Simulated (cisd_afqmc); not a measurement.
Input (AFQMC/CISD/def2-SVP; cisd_afqmc is a phaseless AFQMC code with CISD trial states that reads the integrals written by Ansatz):

Ansatz 0.2 input:
```python
import cisd_afqmc

open("ham.yaml", "w").write("""\
crystal:
  periodic: [false, false, false]
  atoms:
    - {symbol: Cs, position_ang: [-0.00000000, -0.00000000, -1.52813754]}
    - {symbol: Br, position_ang: [0.00000000, 0.00000000, 2.40135899]}
basis:
  gaussian:
    orbitals: def2-SVP
total_charge: 1
magnetization: {spin_polarized: true, initial_magnetization: 1}
correlation: {method: ccsd, electrons: outside_noble_gas, hamiltonian_folder: ham}
""")
rep = cisd_afqmc.ansatz("ham.yaml")
e_ccsd = rep["correlation"]["coupled_cluster"]["energy"]["hartree"]
out = cisd_afqmc.run("ham", e_ccsd, trial="CISD", walkers=200, populations=8, threads=8, dt=0.005, steps=40, early=36, settle=10, least=32,
    cut=5e-5, rank_cut=2e-4, target=0.0004, seconds=1500, seed=1, memory=17280, gpu=False)
```

Output:

```
orbitals 38, occupied [4, 3], factors 168 of 530, rank of the doubles 73 of 241
E(HF) = -2591.814605
E(CCSD) on the cut factors = -2591.927474, shift to the whole factors 0.000001
Energy of the trial state on the determinant = -2591.927388
  tau behind 10.8 of longer steps, mean of the populations' last blocks
   2.0  -2591.92928
   4.0  -2591.92902
   6.0  -2591.92901
   8.0  -2591.92902
blocks 360 (0 outliers left out), error by blocks joined: 1: 0.00003, 2: 0.00003, 4: 0.00004, 8: 0.00005, 16: 0.00005
E(AFQMC/CISD) = -2591.92899 +/- 0.00005
```
